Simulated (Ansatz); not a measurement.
Molecule: sum formula HSO, net charge 0, doublet state. It need not be the lowest isomer of its formula. 
Structure (B3LYP-D3(BJ)/def2-TZVP (Ansatz, a quantum-chemistry and plane-wave program) minimum search):
```xyz
3

S     -0.0571    -0.0058    -0.4675
O     -0.0376    -0.0366     1.0375
H      1.2152     0.3851    -0.8197
```
Charge 0, spin multiplicity 2.

Total electronic energies in hartree. Cores are frozen in the correlated levels unless marked. UHF or UKS for open shells. Spin-orbit coupling is left out. Non-relativistic. Basis-set limits of correlation are two-point, X^-3; Hartree-Fock from the larger set.

```json
[
 {"level": "PBE0/6-31G*", "program": "Ansatz", "energy (Eh)": "-473.70817"},
 {"level": "r2SCAN0-D4/def2-TZVPD", "program": "Ansatz + dftd4", "energy (Eh)": "-473.93019"},
 {"level": "r2SCAN0/def2-TZVPD", "program": "Ansatz", "energy (Eh)": "-473.92993"},
 {"level": "HSE06/def2-TZVPD", "program": "Ansatz", "energy (Eh)": "?"},
 {"level": "MP2/STO-3G", "program": "Ansatz", "energy (Eh)": "-467.56945"},
 {"level": "MP2/def2-SVP", "program": "Ansatz", "energy (Eh)": "-473.01654"},
 {"level": "RI-MP2/def2-QZVPP", "program": "Ansatz", "energy (Eh)": "-473.41347"},
 {"level": "SCS-MP2/aug-cc-pV(D+d)Z", "program": "Ansatz", "energy (Eh)": "-473.25542"},
 {"level": "CCSD(T)/CBS(aug-cc-pV(T+d)Z,aug-cc-pV(Q+d)Z)", "program": "Ansatz", "energy (Eh)": "-473.4780"}
]
```

Problem. What belongs in the gaps?

Solution. 
- HSE06/def2-TZVPD, energy (Eh): -473.78340
